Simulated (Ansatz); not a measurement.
Basis sets compared for Fe₃S₄. Charge 0, multiplicity 1. Geometry r2SCAN-D4/def2-SVP. Ansatz on 4 threads of Arm Neoverse V2 on a shared host; times are rough, and most runs start from earlier orbitals.

```csv
atom,x (Å),y (Å),z (Å)
Fe1,0.171,-0.676,0.767
Fe2,-0.857,0.130,-1.266
Fe3,0.966,1.051,-0.284
S4,1.089,-0.850,-1.198
S5,1.216,-1.422,2.263
S6,-0.707,2.189,-0.785
S7,-1.878,-0.423,0.504
```

Another isomer (singlet) lies 0.83 eV lower at PBE0-D4/def2-TZVP; other spin states weren't run for this one.

Binding counts from free atoms (Fe quintet, S triplet) in the same basis, without a counterpoise term.

| level | functions | energy (Eh) | HOMO (eV) | LUMO (eV) | binding per atom (eV) | wall time |
| --- | --- | --- | --- | --- | --- | --- |
| HF/STO-3G | 90 | -5318.8663 | -5.42 | 1.09 | – | 13 s |
| PBE-D4/def2-SVP | 165 | -5381.7583 | -4.52 | -4.47 | 3.42 | 5.5 s |
| PBE0-D4/def2-SVP | 165 | -5381.6462 | -6.16 | -3.83 | 2.01 | 13 s |

(1) Estimate the rows for HF/def2-TZVP, PBE-D4/def2-TZVP (with forces), PBE0-D4/def2-TZVP.

## Answers

(1) 
```
                         level  functions  energy (Eh)  HOMO (eV)  LUMO (eV)  binding per atom (eV)  wall time
                  HF/def2-TZVP        283   -5376.9046      -8.93      -2.52                  -1.50    3.7 min
PBE-D4/def2-TZVP (with forces)        283   -5382.8706      -4.88      -4.81                   3.34       10 s
             PBE0-D4/def2-TZVP        283   -5382.7370      -6.35      -4.07                   2.08      2 min
```
